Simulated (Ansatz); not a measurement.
Relaxation of BFH$_{3}$NO (7 atoms, charge 0, multiplicity 1), to a largest force component of 0.02 eV/Å in at most 40 steps.

These are results of RKS BHLYP-D4/STO-3G in Ansatz 0.2.0, not measurements.

```xyz
7
Properties=species:S:1:pos:R:3
B 0.000 0.000 0.000
F 0.000 0.000 1.320
O 1.221 0.000 -0.705
H 1.521 -0.952 -0.860
N -1.342 0.000 -0.775
H -2.011 -0.816 -0.676
H -1.591 0.816 -1.404
```

Where does it end, and by what steps?

The run converged. Limits of this set-up: minimal basis. After 10 steps the energy has fallen by 1.609 eV; H7 moved furthest, 1.02 Å.

```csv
step,energy less start (eV),largest force component (eV/Å),accepted
0,0.0000,2.015,yes
1,-0.5165,1.228,yes
2,-0.8712,1.246,yes
3,-1.1007,1.328,yes
4,-1.2340,2.023,yes
5,-1.4272,0.832,yes
6,-1.5233,0.368,yes
7,-1.5704,0.762,yes
8,-1.6080,0.143,yes
9,-1.6084,0.088,yes
10,-1.6085,0.008,yes
```

```xyz
7
Properties=species:S:1:pos:R:3
B -0.033 -0.175 0.100
F -0.170 -0.238 1.414
O 1.252 -0.201 -0.396
H 1.218 -0.148 -1.392
N -1.180 -0.087 -0.726
H -2.132 -0.068 -0.350
H -1.159 -0.034 -1.749
```

Whether the end is a true minimum wasn't checked by a vibrational analysis.

Time of the run: 18 s on 1 thread of Arm Neoverse V1 (shared host), peak memory 0.13 GiB.
